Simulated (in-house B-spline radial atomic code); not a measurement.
# V II (V+): [Ne] 3s2 3p5 3d4 6f1 (an excited or competing configuration)

Level of theory: Dirac-Hartree-Fock, average of configuration, Fermi nucleus of rms radius 3.6002 fm; calculated with a radial B-spline atomic code at the basis-set limit.

Z_r = [3n² - l(l+1)]/(2<r>); Z_e = n√(-2ε); the last column is Slater's effective charge. Values are occupation-weighted means over j.

| shell | electrons | ε (eV) | <r> (bohr) | Z_r | Z_e | Slater |
| --- | --- | --- | --- | --- | --- | --- |
| 1s | 2 | -5543.4 | 0.06638 | 22.60 | 20.18 | 22.70 |
| 2s | 2 | -675.67 | 0.3057 | 19.63 | 14.09 | 18.85 |
| 2p | 6 | -564.36 | 0.2732 | 18.30 | 12.88 | 18.85 |
| 3s | 2 | -102.91 | 0.947 | 14.26 | 8.25 | 12.10 |
| 3p | 5 | -72.305 | 1.012 | 12.35 | 6.92 | 12.10 |
| 3d | 4 | -27.917 | 1.277 | 8.22 | 4.30 | 4.95 |
| 6f | 1 | -1.5164 | 23.89 | 2.01 | 2.00 | 2.00 |

The least bound orbital is 6f5/2 at -1.516 eV, and it is also the most diffuse (<r> = 23.89 bohr).

Spin-orbit splittings of the orbital energies (j = l + 1/2 above j = l - 1/2 when positive): 2p 7.263 eV, 3p 0.8875 eV, 3d 0.06529 eV, 6f -1.633e-05 eV.

For the 1s electron the small component carries 0.681 % of the norm, the zero-frequency Breit interaction raises the level by 5.633 eV, self-energy by 2.704 eV, and vacuum polarisation lowers it by 0.2153 eV.
